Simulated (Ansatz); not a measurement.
Z-matrix (Å, degrees):
```
B
C 1 1.599
N 1 1.608 2 113.3
N 1 1.607 2 114.2 3 -88.8
C 1 1.600 2 117.2 3 135.6
C 1 2.060 2 121.9 3 -44.2
H 2 1.095 1 112.9 3 45.5
H 2 1.095 1 111.3 3 166.2
H 2 1.096 1 111.2 3 -75.5
C 3 1.425 1 137.8 2 46.8
C 4 1.426 1 138.1 2 -92.7
H 5 1.095 1 111.3 2 -57.9
H 5 1.095 1 112.9 2 -178.7
H 5 1.096 1 111.1 2 60.5
C 6 1.485 2 156.3 1 178.6
H 10 1.097 3 111.4 1 -51.1
H 10 1.093 3 110.3 1 68.3
H 10 1.093 3 111.6 1 -172.0
H 11 1.094 4 111.3 1 -174.7
H 11 1.097 4 111.8 1 -53.8
H 11 1.093 4 110.2 1 65.8
H 15 1.091 6 110.6 2 -46.1
H 15 1.089 6 111.2 2 74.8
H 15 1.093 6 110.1 2 -165.3
```

Charge 0, multiplicity 1.

Task: List the ωB97M-V/def2-TZVPP orbital energies in eV (Ansatz). (Estimate.)

Result: Ansatz gave: Occupied: -394.46, -394.38, -283.77, -282.18, -282.15, -282.02, -279.57, -279.56, -186.64, -30.47, -27.09, -24.10, -23.40, -21.50, -20.97, -20.61, -17.95, -16.92, -16.68, -15.92, -14.69, -14.60, -14.42, -14.07, -13.92, -13.53, -13.05, -12.95, -12.68, -12.12, -11.65, -11.18, -10.15, -9.58, -8.42. Lowest empty: 2.03, 2.41, 3.01, 3.17, 3.69, 3.73, 4.16, 4.22.
